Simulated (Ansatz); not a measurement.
System: CH6BN2O (charge 0, doublet). It need not be the lowest isomer of its formula. 
Coordinates optimised at B3LYP-D3(BJ)/def2-TZVP (Ansatz, an electronic-structure program):
```xyz
11

C      1.8689    -0.5428     0.0516
O      0.6890    -0.3294     0.6736
B     -0.4573     0.1172     0.0056
N     -0.5293     0.0843    -1.4088
N     -1.5005     0.5941     0.8325
H      2.1298     0.0768    -0.7986
H      2.6306    -1.0012     0.6642
H     -1.3409     0.3743    -1.9234
H      0.1447    -0.4146    -1.9617
H     -2.4032     0.8747     0.4975
H     -1.3914     0.6472     1.8293
```
Charge 0, spin multiplicity 2.

Parts of the frozen-core correlation energy in cc-pVDZ (Ansatz, hartree). Frozen orbitals: 5; correlated occupied orbitals by spin: 15 and 14; virtual: 80 and 81. Open shells are spin-unrestricted. Spin-orbit coupling is left out. Non-relativistic.

```json
[
 {"term": "reference (HF)", "value": "-249.90788"},
 {"term": "MP2 opposite-spin", "value": "___"},
 {"term": "MP2 same-spin", "value": "-0.18349"},
 {"term": "CCSD correlation", "value": "___"},
 {"term": "(T)", "value": "___"},
 {"term": "T1 diagnostic", "value": "0.015"},
 {"term": "largest doubles amplitude", "value": "0.017"},
 {"term": "<S^2> of the reference", "value": "0.761"}
]
```

### Question
What belongs in the gaps?

### Answer

- MP2 opposite-spin, value: -0.53524
- CCSD correlation, value: -0.76331
- (T), value: -0.02005
